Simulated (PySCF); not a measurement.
CH₃Si, SMILES [Si]C (connectivity only; charge and spin as stated), charge +1, multiplicity 1. Coordinates come from a r2SCAN-D4/def2-TZVP optimisation. The multiplicity is an assumed one; other spin states were not compared. The isomer is the one that the SMILES or the coordinates give; other isomers of the formula were not compared.

TDA-PBE/def2-TZVPD run with PySCF 2.14.0 puts the lowest singlet excitations at 3.68, 3.68, 6.26, 6.42, 6.42, 7.39 eV.

Problem. What are the lowest excitation roots from ADC(2)/aug-cc-pVDZ (PySCF)? (An estimate is asked for; the answer gives what the named calculation found.)

Solution. 3.78, 3.78, 7.94, 7.94, 7.96, 8.30 eV. S1 differs by 0.10 eV (second minus first; roots are paired by order, and the bases may differ).
